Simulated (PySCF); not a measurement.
In(vinyl)(OH)2 (C₂H₅InO₂), SMILES [OH][In]([OH])[CH]=C.

Coordinates come from a PBE0-D3(BJ)/def2-SVP optimisation. The structure was generated by enumeration; whether it is a known compound was not checked. The def2 effective core potentials stand for the cores of In; spin–orbit coupling is left out. Other conformers were not sampled.

Two levels are set side by side: TDA-PBE/def2-SVPD (PySCF) and TDA-B3LYP/def2-SVPD (PySCF). Vertical, same geometry. The lowest singlet is HOMO→LUMO 91 % with PBE and HOMO→LUMO+1 97 % with the other functional; states are paired by order. Differences are taken from unrounded values.

| quantity | TDA-B3LYP | TDA-PBE | TDA-PBE minus TDA-B3LYP |
|---|---|---|---|
| lowest singlet excitation (eV) | 5.25 | 4.55 | -0.70 |
| lowest triplet excitation (TDA) (eV) | 4.22 | 4.21 | 0.00 |
| first bright state (f over 0.05) (eV) | 6.03 | 5.58 | -0.46 |
| its oscillator strength | 0.07 | 0.14 | 0.07 |

Functionals without exact exchange tend to place singlet excitations lower, as here. Differences between two approximate levels are no errors against the true value.

Rough cost on one machine, each run with all the roots and properties that it gave: TDA-B3LYP against TDA-PBE within a factor of 2.
